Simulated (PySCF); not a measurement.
**State search for CdS**

Unrestricted PBE0; basis Cd x2c-TZVPPall, S x2c-TZVPPall; spin-free X2C with a Gaussian nucleus; PySCF 2.14. Outer shells of the fragments: Cd 4d10 5s2; S 3s2 3p4.

Followed along the bond (rough minima from three points):

```json
{"2Ms+1": "1", "unpaired": "none", "⟨S²⟩ at the start": "0.00", "R at minimum (Å)": "2.24", "Te (eV)": "0.00"}
{"2Ms+1": "3", "unpaired": "σ ↑, π ↑", "⟨S²⟩ at the start": "2.01", "R at minimum (Å)": "2.46", "Te (eV)": "0.03"}
{"2Ms+1": "1", "unpaired": "σ ↓, π ↑", "⟨S²⟩ at the start": "1.01", "R at minimum (Å)": "2.44", "Te (eV)": "0.14"}
```

Solutions found at the starting distance of 2.385 Å, counted from the lowest of them; the search is not exhaustive and high or unbound solutions are not listed, so other states can lie among these:

```
2Ms+1  unpaired   term  E (eV)  ⟨S²⟩  ⟨Lz²⟩  μ (D)
    3  σ ↑, π ↑     ³Π    0.00  2.01   1.01  -2.09
    1      none    ¹Σ⁺    0.08  0.00   0.00  -6.15
    1  σ ↓, π ↑  mixed    0.11  1.01   1.01  -2.20
    3      σ ↑↑    ³Σ⁺    1.88  2.01   0.00  -3.81
    3      π ↑↑    ³Σ⁻    2.31  2.01   0.00   3.67
    1      π ↑↓  mixed    2.70  1.01   2.03   3.63
    3      π ↑↑  mixed    3.43  2.02   2.01  -1.95
    1      π ↑↓  mixed    3.55  1.06   2.01  -1.71
    3      π ↑↑  mixed    3.59  2.01   2.01  -1.83
    1      none  mixed    4.11  0.00   2.01   3.55
```

A term symbol is given only where ⟨S²⟩ and ⟨Lz²⟩ are close to those of a pure state; real π, δ and φ orbitals otherwise mix terms. A positive dipole means Cd(−)S(+).

Task: Compare the gap between the two lowest followed solutions at the starting distance with the gap between their minima.

Result: At PBE0 the second solution (triplet, unpaired electrons σ ↑, π ↑) lies -0.08 eV from the first (singlet, closed shell) at 2.385 Å and +0.03 eV at the minima; the two curves relax by different amounts, since their minima lie near 2.46 and 2.24 Å. A gap this small is a tie at this level.

Counting both spins, an empty level lies below a filled one in some of these solutions, because spin and occupation are held.
